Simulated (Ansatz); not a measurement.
Ansatz (a first-principles code) input for 1,1,2-trichloroprop-1-ene (C3H3Cl3), SMILES ClC(Cl)=C(C)Cl, CAM-B3LYP/def2-SVPD. Geometry optimised at PBE-D3(BJ)/def2-SVP.

Ansatz 0.2 input:
```yaml
crystal:
  periodic: [false, false, false]
  atoms:
    - {symbol: C, position_ang: [-2.06308728, 0.88130186, -0.00000000]}
    - {symbol: C, position_ang: [-0.58106348, 0.68294546, 0.00000000]}
    - {symbol: Cl, position_ang: [0.35582949, 2.15311688, -0.00000000]}
    - {symbol: C, position_ang: [0.06619527, -0.51286763, 0.00000000]}
    - {symbol: Cl, position_ang: [-0.80078560, -2.02150110, -0.00000000]}
    - {symbol: Cl, position_ang: [1.78648392, -0.66961484, 0.00000000]}
    - {symbol: H, position_ang: [-2.59292097, -0.08785083, 0.00000000]}
    - {symbol: H, position_ang: [-2.37265938, 1.46277843, 0.89307831]}
    - {symbol: H, position_ang: [-2.37265938, 1.46277842, -0.89307831]}
basis:
  gaussian:
    orbitals: def2-SVPD
hamiltonian:
  xc: {name: CAM-B3LYP}
```

It prints:

```
WARN ansatz: RAYON_NUM_THREADS=1 ignored (pool sized by the plan → 1); use --threads N
Functional definition: CAM-B3LYP
integrals: 0.16 GiB planned
1527 factors; their error is unknown
integrals: 0.19 GiB planned
546 factors; integrals over basis functions are off by at most 3.2e-5 eV
mean field: 1.34 GiB planned
mean field evaluation 1: about -40710.4636 eV, gradient 3.1e1 eV
mean field evaluation 2: about -40710.6542 eV, gradient 3.0e1 eV
mean field evaluation 4: about -40712.7923 eV, gradient 2.0e0 eV
mean field evaluation 8: about -40712.8021 eV, gradient 2.0e-1 eV
mean field evaluation 16: about -40712.9468 eV, gradient 1.1e-4 eV
mean field -40712.94681423 eV, -1496.1731991963 hartree, gradient 2.4e-5 eV, S^2 0.000000; 0 other end points of the search recorded, 0 dependent functions left out
reference -40712.94694859 eV, -1496.1732041341 hartree; 36, 36 occupied and 129, 129 virtual orbitals, 1527 factors
Total energy: -40712.94694859 eV, -1496.1732041341 hartree
```

Self-consistency was reached.
